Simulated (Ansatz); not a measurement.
Isolated molecules relaxed with PBE0-D4/def2-TZVP in Ansatz; ΔE leaves out vibrations. CCSD(T)/CBS adds triple-zeta CCSD(T) − MP2 to the extrapolated MP2 energy (def2 sets, frozen cores). Functionals use def2-TZVPP. B3LYP here is the variant with VWN-RPA as its local correlation; programs differ in this. One conformer a species, not always the lowest.

Consider the isomerisation: `FC(F)C[SiH3]` → `FC[SiH2]CF`.

```
             level  ΔE (kJ/mol)  difference from CCSD(T)/CBS
            PBE-D4         58.6                         -5.1
         r2SCAN-D4         66.6                          2.9
           PBE0-D4         64.1                          0.4
          B3LYP-D4         56.2                         -7.5
           ωB97M-V         63.8                          0.1
            B2PLYP         61.4                         -2.3
               PBE         58.3                         -5.4
            r2SCAN         66.6                          2.9
     HF/def2-TZVPP         68.0                          4.3
   CCSD/def2-TZVPP         67.3                          3.6
CCSD(T)/def2-TZVPP         68.0                          4.3
     HF/def2-QZVPP         67.4                          3.7
SCS-MP2/def2-QZVPP         64.4                          0.7
      HF/CBS(def2)         67.4                          3.7
     MP2/CBS(def2)         66.7                          3.0
    CCSD/CBS(def2)         63.0                         -0.7
       CCSD(T)/CBS         63.7                            0
```

Largest T1 diagnostic among the species: 0.011.

From PBE to PBE0 (25 % exact exchange), in def2-TZVPP and without D4, ΔE moves by +5.5 kJ/mol.

CCSD(T)/CBS has its own doubt, a few kJ/mol and more with outer-core shells, so smaller differences from it don't rank the levels.
